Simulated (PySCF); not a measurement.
Compound: C3H5BF2S.
Cartesian coordinates in Å at the PBE0-D3(BJ)/def2-SVP level; atoms count from 1:
```
atom  x, y, z in Å
C1    -0.030   -1.323    0.170
C2    -0.675   -0.151    0.011
S3     0.048    1.430   -0.204
C4     1.805    1.065   -0.129
B5    -2.232   -0.143    0.006
F6    -2.918    0.963   -0.194
F7    -2.919   -1.251    0.202
H8    -0.612   -2.239    0.297
H9     1.058   -1.421    0.179
H10    2.112    0.400   -0.951
H11    2.326    2.026   -0.233
H12    2.077    0.613    0.837
```

Method: PBE0-D3(BJ)/def2-SVP geometry optimisation, gas phase in PySCF 2.14.0.

Masses are those of the commonest isotopes; rigid-rotor values at the optimised geometry. The values belong to one conformer with, in the numbering `[CH2:1]=[C:2]([S:3][CH3:4])[B:5]([F:6])[F:7]`, C1–C2–S3–C4 -1°.

Question: What are A, B and C (MHz)?

Answer: Ia = 121.85, Ib = 368.31, Ic = 486.77 u·Å²; 505379 MHz·u·Å²/I gives A = 4148, B = 1372, C = 1038 MHz.

Question: Classify the top.

Answer: An asymmetric top; Ray's κ = -0.785.

Question: Is it planar, by Δ = Ic − Ia − Ib?

Answer: Not planar: Δ = Ic − Ia − Ib = -3.38 u·Å². For a rigid frame Δ = −2 Σ m c², so Σ m c² = 1.69 u·Å² lies off the ab plane: 1.64 from hydrogen and 0.05 from heavier atoms. The atom farthest from that plane is 0.90 Å away.

Question: Predict some low-J microwave lines.

Answer: The dipole components are |μa| = 2.25 D, |μb| = 1.67 D, |μc| = 0.01 D. Intensities carry the squares of the components, which stand as 1.00 : 0.55 : 0.00 (a : b : c). Some of the stronger lines:

```
type  branch         J(Ka,Kc)    MHz  lower level (cm⁻¹)
   b       R  2(0,2) ← 1(1,1)   2017               0.173
   b       Q  1(1,0) ← 1(0,1)   3109               0.080
   b       Q  2(1,1) ← 2(0,2)   3472               0.240
   b       Q  3(1,2) ← 3(0,3)   4066               0.478
   a       R  2(1,2) ← 1(1,1)   4487               0.173
   a       Q  5(1,4) ← 5(1,5)   4967               1.215
   b       Q  5(1,4) ← 5(0,5)   6153               1.175
   a       R  3(0,3) ← 2(0,2)   7119               0.240
   a       R  3(1,2) ← 2(1,1)   7714               0.356
   b       Q  3(2,1) ← 3(1,2)   7985               0.613
   a       R  4(0,4) ← 3(0,3)   9370               0.478
   a       R  4(3,2) ← 3(3,1)   9694               1.366
   a       R  4(2,2) ← 3(2,1)   9891               0.880
   a       R  4(1,3) ← 3(1,2)  10248               0.613
   b       Q  4(2,3) ← 4(1,4)  10544               0.844
   a       R  5(0,5) ← 4(0,4)  11538               0.790
   a       R  5(1,4) ← 4(1,3)  12746               0.955
   b       Q  4(4,1) ← 4(3,2)  20550               1.690
   b       R  5(3,3) ← 4(2,2)  26526               1.210
   b       R  5(3,2) ← 4(2,3)  26980               1.196
   b       R  5(5,0) ← 4(4,1)  38539               2.375
```

No frequency check. Constants of a rigid frame at the computed geometry: no zero-point averaging, no centrifugal distortion. A rigid rotor knows nothing of internal rotation, which can split or shift real lines. Quadrupole hyperfine structure (11B) is left out.

Hardware: one thread, Arm Neoverse N1 (aarch64), shared host. Cost: 84 s of wall time, 0.53 GiB resident at most. This is the geometry optimisation.
